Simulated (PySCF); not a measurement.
Checking a proposed structure

A compound C₆H₇F₃O gives the data below (simulated from a calculation) and was assigned the structure `FC(F)C1=C[C@@H](F)COC1`.

$^{13}$C{$^{1}$H} NMR (computed): δ 161.1 (C), 141.6 (CH), 130.1 (C), 122.9 (CH2), 104.1 (CH2), 42.6 (CH2).

$^{1}$H NMR (400 MHz, computed): δ 6.14 (m, 1H), 5.72 (m, 1H), 5.61 (m, 1H), 5.36 (br s, 1H), 4.96 (br s, 1H), 3.03 (d, 2H).

PySCF 2.14 calculation with GIAO PBE0/pcSseg-1 shieldings and geometry: GFN2-xTB; a single conformation, no solvent model, averaged over atoms made equivalent by symmetry, fast rotation or ring inversion, relativity neglected.

δ = σ(ref) − σ, references computed at the same level: $^{1}$H (σ = 31.72 ppm) and $^{13}$C (σ = 186.93 ppm) vs TMS.

**Question.** Compare with the shifts computed for the proposed structure, pairing carbons in order of shift.

**Answer.** Atom-mapped SMILES (the numbers label the heavy atoms): `[F:1][C@@H:2]1[CH:3]=[C:4]([CH:5]([F:6])[F:7])[CH2:8][O:9][CH2:10]1` (H(Xn): hydrogen on atom n).

| atom | computed for proposal | given list | difference |
| --- | --- | --- | --- |
| C4 | 148.5 | 161.1 | -12.6 |
| C3 | 129.2 | 141.6 | -12.4 |
| C5 | 119.8 | 130.1 | -10.3 |
| C2 | 83.5 | 122.9 | -39.4 |
| C10 | 73.3 | 104.1 | -30.8 |
| C8 | 66.5 | 42.6 | +23.9 |

The rms difference is 24.1 ppm and the largest -39.4 ppm at C2 (allylic sp3 CH bonded to F). The carbon types in order of shift don't match either: C, CH, CH, CH, CH2, CH2 for the proposal against C, CH, C, CH2, CH2, CH2 in the data. The proposal doesn't fit.

**Question.** Which isomer fits?

**Answer.** SMILES C=CCC(=C)OC(F)(F)F.

Carbon types of the structure: 2 × C, 1 × CH, 3 × CH2, which accounts for all hydrogens. δC 161.1: alkene carbon bearing oxygen; an sp2 carbon further deshielded by the attached heteroatom. δC 141.6: alkene CH; as expected for a trigonal carbon in a double bond. δC 130.1: CF3 carbon; 4 electronegative neighbours deshield it. δC 122.9: terminal =CH2 carbon; as expected for a trigonal carbon in a double bond.

Other isomers checked: C[C@@H]1CC=C(C(F)(F)F)O1 (rms 33.3 ppm); C=CC(=O)CCC(F)(F)F (rms 33.8 ppm).

This is the structure that produced the data.

Splittings by $^{19}$F in the carbon and heteronuclear signals aren't shown, as no couplings were computed. Shifts are as computed. Against solution values, carbons near 30 ppm lie about +3 ppm off and those near 130 ppm about +5 ppm. Of 1211 compounds with measured shifts, 218 miss one by over three times the rms of a fit or turn the order of signals round; such compounds aren't used in these exercises. No couplings were computed; multiplicities are counted from neighbouring protons, with m where these are inequivalent, close in shift, in a saturated or five-membered ring or joined by F or P, and br s for small geminal =CH2 splittings.
